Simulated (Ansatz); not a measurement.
Reaction (formal exchange of groups at a B–C bond): `C=C(O)BF` + `OCOC[SiH3]` → `FBOC[SiH3]` + `C=C(O)CO`

Gas-phase electronic energies from Ansatz, PBE0-D4/def2-TZVP geometries. CBS: MP2 limit from def2 TZ/QZ plus the TZ coupled-cluster correction, frozen cores. DFT in def2-TZVPP. B3LYP here is the variant with VWN-RPA as its local correlation; programs differ in this. Each species was taken in one conformer, which may not be the lowest.

Problem. Is it downhill or uphill in electronic energy at CCSD(T)/CBS, and by how much? (An estimate is asked.)

Solution. The calculation gave: Downhill: ΔE = -157.4 kJ/mol.

Problem. What do these levels give: PBE0-D4, B3LYP-D4, B2PLYP, PBE, PBE0, SCS-MP2/def2-QZVPP? (An estimate is asked.)

Solution. Computed: PBE0-D4 -153.7, B3LYP-D4 -154.5, B2PLYP -156.9, PBE -149.0, PBE0 -153.8, SCS-MP2/def2-QZVPP -159.1 kJ/mol.

Largest T1 diagnostic among the species: 0.013.

From PBE to PBE0 (25 % exact exchange), in def2-TZVPP and without D4, ΔE moves by −4.8 kJ/mol.
